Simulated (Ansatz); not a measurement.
```yaml
crystal:
  periodic: [false, false, false]
  atoms:
    - {symbol: Be, position_ang: [0.491419, -0.042466, 0.051067]}
    - {symbol: Cl, position_ang: [0.393861, 0.246079, 2.465583]}
    - {symbol: Cl, position_ang: [2.241636, 0.054890, -0.888163]}
    - {symbol: N, position_ang: [-0.327139, 1.492958, -0.145705]}
    - {symbol: H, position_ang: [-1.257679, 1.504728, 0.215706]}
    - {symbol: H, position_ang: [-0.359404, 1.621116, -0.912074]}
    - {symbol: H, position_ang: [-0.052767, 2.291673, 0.358642]}
    - {symbol: N, position_ang: [-0.373707, -1.708207, -0.396181]}
    - {symbol: H, position_ang: [-0.120563, -1.449740, -1.158928]}
    - {symbol: H, position_ang: [-1.423921, -1.593925, 0.232898]}
    - {symbol: H, position_ang: [0.282793, -1.940374, 0.215513]}
basis:
  gaussian: {orbitals: aug-cc-pVDZ}
hamiltonian: {xc: {name: B97}}
scf: {omitted_lower_state_checks: [starts]}
output: {forces: true}
```

```sh
$ ansatz run in.yaml --threads 4 --pin off --events-out ev --progress --plain --max-ram 3916MiB
```

Shortened log:

```
Functional definition: B97
1700 factors; integrals over basis functions are off by at most 7.7e-4 eV
mean field evaluation 1: about -28508.0795 eV, gradient 8.3e1 eV
mean field evaluation 2: about -28498.5517 eV, gradient 1.0e2 eV
mean field evaluation 4: about -28521.2767 eV, gradient 5.2e0 eV
mean field evaluation 8: about -28521.3990 eV, gradient 3.8e-1 eV
mean field evaluation 16: about -28521.3994 eV, gradient 7.2e-5 eV
mean field -28521.39936403 eV, -1048.1420941292 hartree, gradient 7.2e-5 eV, S^2 0.000000; 0 other end points of the search recorded, 0 dependent functions left out
reference -28521.39940467 eV, -1048.1420956229 hartree; 29, 29 occupied and 148, 148 virtual orbitals, 1700 factors
Total energy: -28521.39940467 eV, -1048.1420956229 hartree
Atom 0 at     0.491419    -0.042466     0.051067 Å, force     0.860728     1.156594     2.081002 eV/Å
Atom 1 at     0.393861     0.246079     2.465583 Å, force    -0.063922    -0.578322    -1.514600 eV/Å
Atom 2 at     2.241636     0.054890    -0.888163 Å, force    -0.891123    -0.316381     0.229651 eV/Å
Atom 3 at    -0.327139     1.492958    -0.145705 Å, force    -0.013058    -5.264546    22.292139 eV/Å
Atom 4 at    -1.257679     1.504728     0.215706 Å, force    -1.340647    -0.829768     0.214713 eV/Å
Atom 5 at    -0.359404     1.621116    -0.912074 Å, force    -0.892088     4.644475   -24.081648 eV/Å
Atom 6 at    -0.052767     2.291673     0.358642 Å, force     1.889313     1.123047     0.771609 eV/Å
Atom 7 at    -0.373707    -1.708207    -0.396181 Å, force   -10.440329    -0.513103    13.183665 eV/Å
Atom 8 at    -0.120563    -1.449740    -1.158928 Å, force     2.918103     3.383209   -13.067192 eV/Å
Atom 9 at    -1.423921    -1.593925     0.232898 Å, force     4.213946    -0.397996    -3.408586 eV/Å
Atom 10 at     0.282793    -1.940374     0.215513 Å, force     3.759076    -2.407207     3.299248 eV/Å
Dipole moment:    -1.317800     0.167151    -1.034436 e Å
Checks for a lower state left out: starts
```

It took 7.5 s on 4 threads of Arm Neoverse V2 on a shared host, peak host memory 0.62 GiB.
